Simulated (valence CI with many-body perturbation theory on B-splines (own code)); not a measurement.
Level structure of Cr¹⁹⁺

Method: relativistic CI+MBPT: three valence electrons over a frozen Dirac-Fock core [He], a basis of 9 s, 9 p, 8 d, 6 f, 3 g, 1 h functions for each j, with the one-electron correlation potential Σ1 (screened to all orders), the two-electron term Σ2, the three-electron term Σ3, Breit, model QED; selected single and double excitations, second order for the rest, scaled by the run's own slope (own B-spline code, finite nucleus).

No measured spectrum was set against this ion. As an estimate, levels of excited configurations hold to 0.05 to 0.15 % of their energy, terms of the ground configuration to about 0.5 %.

Levels 1 to 45 of 59, with energies above the lowest level, 2s²2p ²P°_1/2. "Leading %" is the weight of the configuration and term that name the level; weights of strongly mixed levels are sums over their largest components and can fall short, so below about 35 % the name and the second component can differ from the true leading terms, or belong to a minority configuration. Lifetimes count E1, E2, E3, M1 and M2 decay at the calculated energies, and are blank where another channel may lead or the interval is too uncertain; long ones can be off by a factor of two.

| No. | Configuration | Term | J | E (eV) | Leading % | Lifetime | g | Second component |
| --- | --- | --- | --- | --- | --- | --- | --- | --- |
| 1 | 2s²2p | ²P° | 1/2 | 0.00 | 98 |  | 0.662 |  |
| 2 | 2s²2p | ²P° | 3/2 | 10.29 | 97 | 195 μs | 1.331 |  |
| 3 | 2s2p² | ⁴P | 1/2 | 44.01 | 98 | 20.2 ns | 2.647 |  |
| 4 | 2s2p² | ⁴P | 3/2 | 48.56 | 100 | 175 ns | 1.728 |  |
| 5 | 2s2p² | ⁴P | 5/2 | 53.40 | 97 | 29.1 ns | 1.584 |  |
| 6 | 2s2p² | ²D | 3/2 | 79.50 | 97 | 124 ps | 0.815 |  |
| 7 | 2s2p² | ²D | 5/2 | 81.00 | 97 | 199 ps | 1.211 |  |
| 8 | 2s2p² | ²P | 1/2 | 94.32 | 54 | 31.9 ps | 1.284 | 44 % 2s2p² ²S |
| 9 | 2s2p² | ²S | 1/2 | 105.14 | 54 | 32.1 ps | 1.397 | 45 % 2s2p² ²P |
| 10 | 2s2p² | ²P | 3/2 | 106.86 | 97 | 23.7 ps | 1.316 |  |
| 11 | 2p³ | ⁴S° | 3/2 | 136.64 | 95 | 26.5 ps | 1.959 | 4 % 2p³ ²P° |
| 12 | 2p³ | ²D° | 3/2 | 152.49 | 87 | 59.7 ps | 0.881 | 10 % 2p³ ²P° |
| 13 | 2p³ | ²D° | 5/2 | 154.81 | 100 | 60.4 ps | 1.197 |  |
| 14 | 2p³ | ²P° | 1/2 | 171.16 | 98 | 28.0 ps | 0.662 |  |
| 15 | 2p³ | ²P° | 3/2 | 175.41 | 83 | 28.8 ps | 1.286 | 12 % 2p³ ²D° |
| 16 | 2s²3s | ²S | 1/2 | 837.06 | 94 | 521 fs | 2.001 |  |
| 17 | 2s²3p | ²P° | 1/2 | 857.22 | 91 | 6.38 ps | 0.665 |  |
| 18 | 2s²3p | ²P° | 3/2 | 860.10 | 91 | 6.12 ps | 1.333 |  |
| 19 | 2s2p3s | ⁴P° | 1/2 | 877.59 | 97 | 471 fs | 2.627 |  |
| 20 | 2s²3d | ²D | 3/2 | 878.64 | 95 | 74.9 fs | 0.798 | 4 % 2p²3d ²D |
| 21 | 2s²3d | ²D | 5/2 | 879.49 | 95 | 77.2 fs | 1.199 | 4 % 2p²3d ²D |
| 22 | 2s2p3s | ⁴P° | 3/2 | 880.37 | 93 | 454 fs | 1.710 |  |
| 23 | 2s2p3s | ⁴P° | 5/2 | 887.38 | 98 | 429 fs | 1.598 |  |
| 24 | 2s2p3s | ²P° | 1/2 | 888.49 | 94 | 639 fs | 0.692 |  |
| 25 | 2s2p3p | ⁴D | 1/2 | 895.38 | 75 | 801 fs | 0.177 | 22 % 2s2p3p ²P |
| 26 | 2s2p3s | ²P° | 3/2 | 895.91 | 92 | 509 fs | 1.347 | 4 % 2s2p3s ⁴P° |
| 27 | 2s2p3p | ⁴D | 3/2 | 897.83 | 76 | 1.01 ps | 1.231 | 18 % 2s2p3p ²P |
| 28 | 2s2p3p | ²P | 3/2 | 901.52 | 39 | 390 fs | 1.468 | 23 % 2s2p3p ⁴S |
| 29 | 2s2p3p | ²P | 1/2 | 901.93 | 68 | 214 fs | 0.591 | 23 % 2s2p3p ⁴D |
| 30 | 2s2p3p | ⁴D | 5/2 | 902.32 | 92 | 39.5 ps | 1.378 | 5 % 2s2p3p ⁴P |
| 31 | 2s2p3p | ⁴P | 1/2 | 905.88 | 93 | 3.86 ps | 2.599 | 5 % 2s2p3p ²S |
| 32 | 2s2p3p | ⁴S | 3/2 | 906.81 | 39 | 371 fs | 1.527 | 23 % 2s2p3p ²D |
| 33 | 2s2p3p | ⁴D | 7/2 | 908.61 | 99 | 289 ps | 1.427 |  |
| 34 | 2s2p3p | ⁴P | 3/2 | 910.57 | 39 | 301 fs | 1.303 | 37 % 2s2p3p ²D |
| 35 | 2s2p3p | ⁴S | 3/2 | 912.05 | 32 | 432 fs | 1.522 | 29 % 2s2p3p ⁴P |
| 36 | 2s2p3p | ⁴P | 5/2 | 912.34 | 74 | 804 fs | 1.506 | 19 % 2s2p3p ²D |
| 37 | 2s2p3d | ⁴F° | 3/2 | 914.46 | 91 | 927 fs | 0.449 | 5 % 2s2p3d ²D° |
| 38 | 2s2p3d | ⁴F° | 5/2 | 916.19 | 88 | 468 fs | 1.061 | 9 % 2s2p3d ⁴D° |
| 39 | 2s2p3p | ²D | 5/2 | 916.83 | 78 | 190 fs | 1.278 | 20 % 2s2p3p ⁴P |
| 40 | 2s2p3d | ⁴F° | 7/2 | 918.97 | 84 | 300 fs | 1.261 | 14 % 2s2p3d ⁴D° |
| 41 | 2s2p3p | ²S | 1/2 | 920.65 | 89 | 152 fs | 1.936 | 5 % 2s2p3p ²P |
| 42 | 2s2p3d | ⁴P° | 5/2 | 920.83 | 44 | 83.6 fs | 1.415 | 26 % 2s2p3d ⁴D° |
| 43 | 2s2p3d | ⁴D° | 3/2 | 921.62 | 52 | 69.3 fs | 1.276 | 20 % 2s2p3d ⁴P° |
| 44 | 2s2p3s | ²P° | 1/2 | 921.64 | 76 | 152 fs | 0.577 | 16 % 2s2p3d ⁴D° |
| 45 | 2s2p3s | ²P° | 3/2 | 921.99 | 76 | 178 fs | 1.323 | 11 % 2s2p3d ⁴D° |

Names give the largest LS component (configuration and term), which can be under half, so a name can repeat, a term be missing and a line seem to break the LS rules; names also repeat where a configuration has a term twice.

Where two levels of one J and parity lie close, their mixing, g and order are uncertain.

The ionisation energy to 2s² ¹S0 of the next ion comes out as 1495.3 eV (NIST: 1495.1 ± 0.7 eV (semi-empirical)). All 59 levels together are meant to be complete up to 942.13 eV.
